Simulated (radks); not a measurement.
Results of a calculation; reference values are marked as such.
All-electron atom: Nd44+ in [Ne] 3s2 3p4. Level of theory: scalar-relativistic Kohn-Sham, SCAN, spin-polarised, spherical densities, finite nucleus; open shells are filled with parallel spins first (spin-orbit coupling, left out, can overturn this in heavy ions); meta-GGA in the generalised Kohn-Sham scheme; Fermi nuclear charge, rms radius 4.9123 fm (a radial shooting solver on a logarithmic mesh with Libxc functionals). Some entries of the table are withheld. Estimate them.

| orbital | occ. | eigenvalue (eV) | <1/r> (bohr^-1) | r(max) (bohr) |
|---|---|---|---|---|
| 1s up | 1 | -46275.75 | 66.05 | 0.01510 |
| 1s down | 1 | -46269.49 | 66.05 | 0.01510 |
| 2s up | 1 | -9748.854 | 15.47 | 0.08494 |
| 2s down | 1 | -9744.908 | 15.47 | 0.08498 |
| 2p up | 3 | (1) | 14.54 | 0.06845 |
| 2p down | 3 | (2) | 14.54 | 0.06850 |
| 3s up | 1 | -3803.718 | 6.206 | 0.2299 |
| 3s down | 1 | -3782.053 | 6.188 | 0.2300 |
| 3p up | 3 | -3576.113 | 5.910 | 0.2224 |
| 3p down | 1 | -3554.249 | 5.901 | 0.2224 |

Answer. 
(1) 2p up eigenvalue (eV): -9022.590
(2) 2p down eigenvalue (eV): -9016.056
